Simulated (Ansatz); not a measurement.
Geometry optimisation, UKS PBE-D4/def2-SVP in Ansatz.

Input file:

```yaml
crystal:
  periodic: [false, false, false]
  atoms:
    - { symbol: Ge, position_ang: [-0.024082, -0.042388, -0.090249] }
    - { symbol: F, position_ang: [0.014435, 0.024458, 1.615069] }
    - { symbol: F, position_ang: [1.607858, -0.001015, -0.645713] }
    - { symbol: F, position_ang: [-0.804255, 1.391541, -0.645848] }
    - { symbol: Cl, position_ang: [-1.031115, -1.786569, -0.746107] }
    - { symbol: Cl, position_ang: [-0.015541, -0.026627, 4.314748] }
magnetization:
  spin_polarized: true
  initial_magnetization: 1
basis:
  gaussian: { orbitals: def2-SVP }
hamiltonian:
  xc: pbe
  dispersion: d4
relax:
  f_tol: 0.03
  max_steps: 50
```

Run as:

```bash
$ ansatz run input.yaml --threads 4 --pin off --max-ram 5120MiB --backend cpu --events-out ev --progress --plain --runs-dir out
```

Task: Where does it end, and by what steps?

Result: The forces met the threshold. The force dipped under the threshold on the way, but the program's further checks kept it going. After 13 steps the energy has fallen by 0.080 eV; Cl6 moved furthest, 1.02 Å.

| step | energy less start (eV) | largest force component (eV/Å) | accepted |
| --- | --- | --- | --- |
| 0 | 0.0000 | 0.774 | yes |
| 1 | -0.0077 | 0.388 | yes |
| 2 | -0.0101 | 0.021 | yes |
| 3 | -0.0103 | 0.012 | yes |
| 4 | -0.0115 | 0.507 | yes |
| 5 | -0.0160 | 0.349 | yes |
| 6 | -0.0298 | 0.141 | yes |
| 7 | -0.0439 | 0.140 | yes |
| 8 | -0.0592 | 0.137 | yes |
| 9 | -0.0722 | 0.107 | yes |
| 10 | -0.0674 | 0.126 | no |
| 11 | -0.0766 | 0.073 | yes |
| 12 | -0.0787 | 0.065 | yes |
| 13 | -0.0798 | 0.010 | yes |

```xyz
6
Properties=species:S:1:pos:R:3
Ge 0.048 0.081 0.023
F 0.433 0.739 1.588
F 1.548 -0.109 -0.807
F -0.870 1.287 -0.800
Cl -1.006 -1.745 0.153
Cl -0.406 -0.694 3.645
```

Whether the end is a true minimum wasn't checked by a vibrational analysis.

Time of the run: 58 s on 4 threads of Arm Neoverse V1, with other jobs on the host, peak memory 0.27 GiB.
